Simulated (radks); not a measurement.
Task: Species: N IV. Configuration: [He] 2s1 3s1 (not the ground configuration). All-electron calculation, non-relativistic Kohn-Sham, PBE, spin-unpolarised, spherical densities, point nucleus. Program: a radial shooting solver on a logarithmic mesh with Libxc functionals. Some entries of the table are withheld. Estimate them.

| orbital | occ. | eigenvalue (eV) | <r^2> (bohr^2) |
|---|---|---|---|
| 1s | 2 | -466.8627 | 0.07056 |
| 2s | 1 | -76.5222 | 1.333 |
| 2p | 0 | -66.4157 | 1.160 |
| 3s | 1 | -26.8153 | 8.399 |
| 3d | 0 | (1) | (2) |
| 4f | 0 | (3) | (4) |

Result: 
(1) 3d eigenvalue (eV): -21.5242
(2) 3d <r^2> (bohr^2): 7.134
(3) 4f eigenvalue (eV): -10.1465
(4) 4f <r^2> (bohr^2): 22.72
